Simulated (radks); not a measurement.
Values are calculated unless marked as measured or tabulated.
Excited configurations of the cobalt ion Co3+: one electron is placed in a higher orbital outside [Ar] 3d5. The ground configuration is [Ar] 3d6. Level of theory: non-relativistic Kohn-Sham, PBE, spin-polarised, spherical densities, point nucleus; open shells are filled with parallel spins first (a radial shooting solver on a logarithmic mesh with Libxc functionals). Excitation = E - E(ground); binding = E(ion) - E, where the ion is the core of charge +4; n* = 4/sqrt(2 binding) in atomic units, and the quantum defect is n - n*.

outer orbital,excitation (eV),binding (eV),n*,quantum defect,eigenvalue (eV)
4s,11.580,40.723,2.312,1.688,-35.841
4p,19.501,32.802,2.576,1.424,-28.515
4f,38.094,14.209,3.914,0.086,-12.056
5s,32.304,19.999,3.299,1.701,-17.933
5d,39.410,12.893,4.109,0.891,-11.363
5f,42.854,9.449,4.800,0.200,-8.227
6s,40.347,11.956,4.267,1.733,-10.773
6p,41.671,10.632,4.525,1.475,-9.568
6d,43.801,8.501,5.060,0.940,-7.604
6f,45.644,6.658,5.718,0.282,-5.913
7s,44.314,7.989,5.220,1.780,-7.214
7p,45.058,7.245,5.482,1.518,-6.549

The Delta-SCF ionisation energy is 52.303 eV (NIST Atomic Spectra Database: 51.3 eV, semi-empirical). Self-interaction in the functional shifts the binding energies and quantum defects, so they are the method's values and not measured ones. Open shells are spherical and high-spin; term and fine-structure splittings are not resolved.
